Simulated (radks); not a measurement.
Values are calculated unless marked as measured or tabulated.
Mean orbital radii <r> (bohr) of neutral cobalt, [Ar] 3d7 4s2, at several levels of relativity; Dirac values are averaged over j with weights 2j + 1. Spin-unpolarised spherical Kohn-Sham, PBEsol, point nucleus unless stated (finite: rms radius 3.7875 fm), a radial shooting solver on a logarithmic mesh with Libxc functionals. A level marked "c x" has the speed of light scaled by that factor and shares open shells by 2j + 1; other Dirac levels either fill j = l - 1/2 first or share by 2j + 1.

shell  non-rel.  scalar-rel.  Dirac, 2j+1 shares  Dirac, c x 1.25  change of magnitude, last against first (%)
1s      0.05695      0.05623             0.05623          0.05649                                        -0.81
2s       0.2589       0.2557              0.2555           0.2567                                        -0.85
2p       0.2264       0.2251              0.2250           0.2255                                        -0.37
3s       0.7836       0.7743              0.7742           0.7776                                        -0.77
3p       0.8205       0.8165              0.8165           0.8179                                        -0.31
3d        1.064        1.072               1.072            1.069                                        +0.47
4s        2.920        2.881               2.881            2.895                                        -0.85
